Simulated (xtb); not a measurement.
CHO$_{3}$ (SMILES O=C([O-])O), charge -1, singlet, geometry from GFN2-xTB; GFN0-xTB in xtb 6.7.1.

xtb was given this input:
```
$ xtb mol.xyz --gfn 0 --chrg -1 --acc 0.1 --json

# file mol.xyz
5

O      1.13393356    -0.59547373     0.06006873
C     -0.17204899     0.04624794    -0.01054587
O     -0.11749047     1.27346465     0.03311655
O     -1.10808714    -0.72896887    -0.10125746
H      1.76544629     0.13033604     0.12785263
```

The log (banner, timings and long lists left out):

```
   ID    Z sym.   atoms
    1    8 O      1, 3, 4
    2    6 C      2
    3    1 H      5

           -------------------------------------------------
          |                Calculation Setup                |
           -------------------------------------------------

           -------------------------------------------------
          |                 G F N 0 - x T B                 |
           -------------------------------------------------

          ...................................................
          :                      SETUP                      :
          :.................................................:
          :  # basis functions                  18          :
          :  # atomic orbitals                  18          :
          :  # shells                           10          :
          :  # electrons                        24          :
          :  electronic temp.          300.0000000     K    :
          :  accuracy                    0.1000000          :
          :  -> integral cutoff          0.3500000E+02      :
          :  -> integral neglect         0.1000000E-08      :
          ...................................................

         :::::::::::::::::::::::::::::::::::::::::::::::::::::
         ::                     SUMMARY                     ::
         :::::::::::::::::::::::::::::::::::::::::::::::::::::
         :: total energy             -13.989708823290 Eh    ::
         :: gradient norm              0.048408339349 Eh/a0 ::
         :: HOMO-LUMO gap              5.560815335397 eV    ::
         ::.................................................::
         :: H0 energy                -12.740494299729 Eh    ::
         :: repulsion energy           0.079232960453 Eh    ::
         :: electrostat energy        -1.289889862673 Eh    ::
         :: -> Gsolv                   0.000000000000 Eh    ::
         ::    -> Gsasa                0.000000000000 Eh    ::
         ::    -> Gshift               0.000000000000 Eh    ::
         :: dispersion energy         -0.000924329076 Eh    ::
         :: short-range corr.         -0.037633292265 Eh    ::
         :: add. restraining           0.000000000000 Eh    ::
         :: total charge              -1.000000000000 e     ::
         :::::::::::::::::::::::::::::::::::::::::::::::::::::

           -------------------------------------------------
          |                Property Printout                |
           -------------------------------------------------

    * Orbital Energies and Occupations

         #    Occupation            Energy/Eh            Energy/eV
      -------------------------------------------------------------
         1        2.0000           -0.6951886             -18.9170
         2        2.0000           -0.6842147             -18.6184
         3        2.0000           -0.6764912             -18.4083
         4        2.0000           -0.5787891             -15.7497
         5        2.0000           -0.5372227             -14.6186
         6        2.0000           -0.5246134             -14.2755
         7        2.0000           -0.5118518             -13.9282
         8        2.0000           -0.4781115             -13.0101
         9        2.0000           -0.4269682             -11.6184
        10        2.0000           -0.4267279             -11.6119
        11        2.0000           -0.4176415             -11.3646
        12        2.0000           -0.4124266             -11.2227 (HOMO)
        13                         -0.2080704              -5.6619 (LUMO)
        14                         -0.1533291              -4.1723
        15                         -0.0103966              -0.2829
        16                          0.1975890               5.3767
        17                          0.2389052               6.5009
        18                          0.4399734              11.9723
      -------------------------------------------------------------
                  HL-Gap            0.2043562 Eh            5.5608 eV
             Fermi-level            0.0000000 Eh            0.0000 eV

     #   Z          covCN         q      C6AA      α(0)
     1   8 O        1.649    -0.724    28.125     7.173
     2   6 C        2.555     1.045    13.398     5.964
     3   8 O        0.856    -0.820    32.092     7.601
     4   8 O        0.856    -0.767    30.521     7.413
     5   1 H        0.805     0.267     0.831     1.432

 Mol. C6AA /au·bohr⁶  :        441.363670
 Mol. C8AA /au·bohr⁸  :       9346.183446
 Mol. α(0) /au        :         29.583671

Wiberg/Mayer (AO) data.
largest (>0.10) Wiberg bond orders for each atom

 ---------------------------------------------------------------------------
     #   Z sym  total        # sym  WBO       # sym  WBO       # sym  WBO
 ---------------------------------------------------------------------------
     1   8 O    2.119 --     5 H    0.981     2 C    0.902     3 O    0.121
                             4 O    0.115
     2   6 C    3.895 --     4 O    1.516     3 O    1.478     1 O    0.902
     3   8 O    1.822 --     2 C    1.478     4 O    0.193     1 O    0.121
     4   8 O    1.832 --     2 C    1.516     3 O    0.193     1 O    0.115
     5   1 H    1.019 --     1 O    0.981
 ---------------------------------------------------------------------------

Topologies differ in total number of bonds
Writing topology from bond orders to xtbtopo.mol

 dipole moment from electron density (au)
     X       Y       Z
   1.2633  -0.0242   0.0877  total (Debye):    3.219

           -------------------------------------------------
          | TOTAL ENERGY              -13.989708823290 Eh   |
          | GRADIENT NORM               0.048408339349 Eh/α |
          | HOMO-LUMO GAP               5.560815335397 eV   |
           -------------------------------------------------

normal termination of xtb
```
